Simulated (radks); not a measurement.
Sm2+, 60 electrons, occupied as [Xe] 4f4 6s2 (not the ground configuration).

Calculated with a radial shooting solver on a logarithmic mesh with Libxc functionals: scalar-relativistic Kohn-Sham, PBE, spin-polarised, spherical densities, point nucleus; open shells are filled with parallel spins first (spin-orbit coupling, left out, can overturn this in heavy ions).

Energy parts (eV):
| part | energy |
|---|---|
| total | -283708.02 |
| kinetic | 303303.01 |
| electron-nucleus | -688762.74 |
| Hartree | 108119.79 |
| exchange-correlation | -6368.08 |

Orbitals (lengths in bohr, moments of r in powers of bohr; <r^-3> diverges for s and p1/2; r(max) is where P^2 peaks):
orbital  occ.  eigenvalue (eV)   <1/r>   r(max)      <r>  <r^-3>
1s up       1        -46712.91   68.83  0.01449  0.02274       -
1s down     1        -46712.91   68.83  0.01449  0.02274       -
2s up       1        -7661.996   15.93  0.08215  0.09701       -
2s down     1        -7661.972   15.93  0.08215  0.09701       -
2p up       3        -6837.818   14.95  0.06636  0.08548   10160
2p down     3        -6837.802   14.95  0.06636  0.08548   10160
3s up       1        -1707.805   5.826   0.2337   0.2550       -
3s down     1        -1706.314   5.830   0.2336   0.2549       -
3p up       3        -1450.220   5.491   0.2291   0.2534    2100
3p down     3        -1448.738   5.495   0.2290   0.2532    2103
3d up       5        -1101.424   5.211   0.1878   0.2311   284.9
3d down     5        -1100.283   5.215   0.1877   0.2309   285.4
4s up       1        -368.4585   2.456   0.5387   0.5772       -
4s down     1        -364.8109   2.455   0.5386   0.5772       -
4p up       3        -283.4600   2.263   0.5619   0.6102   467.9
4p down     3        -279.8315   2.263   0.5617   0.6102   467.5
4d up       5        -164.1383   1.995   0.5851   0.6631   53.25
4d down     5        -160.5480   1.994   0.5848   0.6639   53.12
4f up       4         -35.2050   1.504   0.5948   0.8463   7.396
4f down     0         -31.9429   1.484   0.5963   0.8648   7.236
5s up       1         -70.1551  0.9896    1.226    1.344       -
5s down     1         -68.3454  0.9769    1.236    1.358       -
5p up       3         -48.0151  0.8556    1.369    1.533   74.40
5p down     3         -46.6778  0.8420    1.383    1.553   71.26
6s up       1         -17.7859  0.3961    2.951    3.215       -
6s down     1         -17.5509  0.3919    2.985    3.248       -

The highest occupied level is 6s down at -17.551 eV. The configuration is held as typed, so some empty levels lie below it. Summed over all electrons, <r^2> = 56.74 bohr^2, which gives a Langevin (diamagnetic) susceptibility term of -44.9 x 10^-6 cm^3/mol. The density falls to 0.001 e/bohr^3 at r = 4.61 bohr.
